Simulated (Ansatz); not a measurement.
diboron tetrachloride (B₂Cl₄), singlet, at a GFN2-xTB geometry. Base run: PBE0/def2-SVP in Ansatz (a quantum-chemistry and plane-wave program).

Input for Ansatz:
Ansatz 0.2 input:
```yaml
crystal:
  periodic: [false, false, false]
  atoms:
    - {symbol: Cl, position_ang: [-1.72231116, -1.20807352, 0.89204460]}
    - {symbol: B, position_ang: [-0.84531679, -0.07852237, -0.06467927]}
    - {symbol: Cl, position_ang: [-1.75980786, 0.88461581, -1.15847834]}
    - {symbol: B, position_ang: [0.84531679, 0.07852237, 0.06467927]}
    - {symbol: Cl, position_ang: [1.91510219, -0.85476349, -0.90736095]}
    - {symbol: Cl, position_ang: [1.56701683, 1.17822120, 1.17379469]}
basis:
  gaussian:
    orbitals: def2-SVP
hamiltonian:
  xc: pbe0
```

Each row names what was changed in the base input (with any setting that the change needs).

```json
[
 {"change": "base", "E (Eh)": "-1889.37496"},
 {"change": "functional = wB97X", "E (Eh)": "(withheld)"},
 {"change": "functional = blyp", "E (Eh)": "(withheld)"},
 {"change": "functional = PBE-QIDH", "E (Eh)": "(withheld)"},
 {"change": "functional = blyp; dispersion = d4", "E (Eh)": "-1890.01284"},
 {"change": "functional = pbe; dispersion = d3bjatm", "E (Eh)": "-1889.21918"},
 {"change": "functional = blyp; dispersion = d3bjatm", "E (Eh)": "(withheld)"},
 {"change": "functional = B2PLYP", "E (Eh)": "-1889.39884"},
 {"change": "functional = hse06", "E (Eh)": "-1889.34089"},
 {"change": "functional = wB97M-V", "E (Eh)": "-1889.95142"},
 {"change": "functional = hf", "E (Eh)": "-1886.91179"},
 {"change": "functional = revpbe", "E (Eh)": "-1889.68650"},
 {"change": "functional = BHLYP", "E (Eh)": "-1890.02093"}
]
```

Question: Fill in the missing entries.

Answer: 
- functional = wB97X, E (Eh): -1890.03305
- functional = blyp, E (Eh): -1889.99268
- functional = PBE-QIDH, E (Eh): -1888.94570
- functional = blyp; dispersion = d3bjatm, E (Eh): -1890.01211

Absolute energies of different levels of theory aren't comparable as measures of quality.
